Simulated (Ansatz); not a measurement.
Reaction (substitution at a C–Al bond): `[CH3][AlH][OH]` + `CC[Si]O` → `CC[Si]OC` + `[OH][AlH2]`

Program: Ansatz. Geometries: PBE0-D4/def2-TZVP. ΔE: electronic, gas phase. CCSD(T)/CBS is the MP2 limit (def2-TZVPP, def2-QZVPP) plus CCSD(T) − MP2 in def2-TZVPP, frozen cores. This one scheme is used for every species. One conformer a species, not always the lowest.

```json
{"species": "`[CH3][AlH][OH]`", "CCSD(T)/CBS(def2) energy (Eh)": "-358.31021"}
{"species": "`CC[Si]O`", "CCSD(T)/CBS(def2) energy (Eh)": "-443.97447"}
{"species": "`CC[Si]OC`", "CCSD(T)/CBS(def2) energy (Eh)": "-483.21274"}
{"species": "`[OH][AlH2]`", "CCSD(T)/CBS(def2) energy (Eh)": "-319.03157"}
```

Work out ΔE.

ΔE = (-483.21274) + (-319.03157) − (-358.31021) − (-443.97447) = 0.04037 Eh = +25.3 kcal/mol.

What do rigid-rotor, harmonic-oscillator terms from PBE0-D4/def2-TZVP frequencies (298.15 K, 1 bar) make of the CCSD(T)/CBS value? (An estimate is asked.)

The calculation gave: ΔZPE = -0.3 kcal/mol, ΔH = +24.9 kcal/mol, ΔS = -13 J/(mol·K), ΔG = +25.8 kcal/mol. Modes under 50 cm⁻¹ make the entropy rough.

Largest T1 diagnostic among the species: 0.013.

At CCSD(T), def2-SVP lies −4.5 kcal/mol from the extrapolated value and def2-TZVPP −0.8 kcal/mol. In def2-TZVPP, CCSD(T) changes the Hartree–Fock value by +2.8 kcal/mol (the triples alone add +0.1 kcal/mol) and MP2 by +4.2 kcal/mol. The D4 term adds −1.2 kcal/mol with B3LYP and −0.7 kcal/mol with PBE0; it sums over pairs of atoms, weighted by their polarisabilities, and B3LYP, whose exchange is more repulsive, gets the larger term.

B3LYP here is the variant with VWN-RPA as its local correlation; programs differ in this.
